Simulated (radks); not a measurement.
Task: These are the eigenvalues of the occupied orbitals of an atom or ion with whole-number occupations (eV). All-electron calculation, scalar-relativistic Kohn-Sham, LDA (Slater exchange, Perdew-Wang correlation), spin-polarised, spherical densities, finite nucleus; Fermi nuclear charge, rms radius of each element as measured or else 0.836 A^(1/3) + 0.57 fm. Program: a radial shooting solver on a logarithmic mesh with Libxc functionals.

1s up: -8833.222
1s down: -8833.186
2s down: -1060.328
2s up: -1060.302
2p down: -916.3632
2p up: -916.3492
3s down: -114.0973
3s up: -114.0703
3p down: -71.9722
3p up: -71.9621
3d up: -5.3360
3d down: -5.1822
4s up: -5.1796

Which element is it, and in what charge state? The configuration may be excited. Open shells, if any, are filled with parallel spins first.

Result: Z = 29, copper, charge 0: Cu in [Ar] 3d10 4s1. The list shows which subshells hold electrons but not how many an open one holds; the 1s level, -324.61 hartree, gives Z - s = 25.5 by -(Z - s)^2/2, which with screening and relativity narrows Z to a few neighbours, and the depths of the outer levels then fix element, charge and occupations together.
